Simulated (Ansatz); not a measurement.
Reaction (formal hydrolysis of a Ge–Cl bond): `C[NH][GeH]([Cl])[Cl]` + H₂O → `C[NH][GeH]([OH])[Cl]` + HCl

Calculated with Ansatz (gas phase, PBE0-D4/def2-TZVP geometries, no zero-point term in ΔE). CCSD(T)/CBS adds triple-zeta CCSD(T) − MP2 to the extrapolated MP2 energy (def2 sets, frozen cores). This one scheme is used for every species. Functionals use def2-TZVPP. For Ge outer-core shells are correlated without core-valence functions, which leaves a few kJ/mol of doubt a bond. Scalar relativity is left out up to krypton. One conformer a species, not always the lowest.

| level | ΔE (eV) |
| --- | --- |
| ωB97X-V | 0.39 |
| r2SCAN | 0.41 |
| PBE0 | 0.45 |
| HF/def2-TZVPP | 0.39 |
| MP2/def2-TZVPP | 0.40 |
| SCS-MP2/def2-TZVPP | 0.36 |
| MP2/CBS(def2) | 0.45 |
| CCSD/CBS(def2) | 0.41 |

Q: What does CCSD(T)/CBS give? (Best estimate.)

A: The calculation gave: +0.41 eV. The listed levels differ from it by -0.02, 0.00, 0.04, -0.02, -0.01, -0.05, 0.04, 0.00 eV.

Largest T1 diagnostic among the species: 0.011.
